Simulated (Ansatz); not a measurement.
`C[SiH]([AlH2])O[SiH3]` and `C[SiH]([AlH2])Cl` differ in one atom or group.

Ansatz, PBE0-D4/def2-TZVP geometries, multiplicity 1. Each molecule was computed in one conformer, which needn't be the lowest.

| property | `C[SiH]([AlH2])O[SiH3]` |
| --- | --- |
| size of the dipole moment (B3LYP/def2-TZVPP) / D | 0.87 |
| size of the dipole moment (ωB97M-V/def2-TZVPP) / D | 0.85 |
| LUMO energy (PBE0/def2-TZVPP) / eV | -2.03 |
| HOMO energy (PBE/def2-TZVPP) / eV | -6.00 |
| size of the dipole moment (PBE/def2-TZVPP) / D | 0.93 |
| HOMO energy (ωB97M-V/def2-TZVPP) / eV | -9.11 |

Q: Give the same properties after the change, and the shifts. (An estimate is asked.)

A: The calculation gave: 
```tsv
property	`C[SiH]([AlH2])Cl`	shift
size of the dipole moment (B3LYP/def2-TZVPP) / D	1.80	0.93
size of the dipole moment (ωB97M-V/def2-TZVPP) / D	1.80	0.95
LUMO energy (PBE0/def2-TZVPP) / eV	-2.21	-0.18
HOMO energy (PBE/def2-TZVPP) / eV	-6.21	-0.21
size of the dipole moment (PBE/def2-TZVPP) / D	1.74	0.81
HOMO energy (ωB97M-V/def2-TZVPP) / eV	-9.31	-0.20
```

Dipoles are sizes alone; their direction can turn.

B3LYP here is the variant with VWN-RPA as its local correlation; programs differ in this.
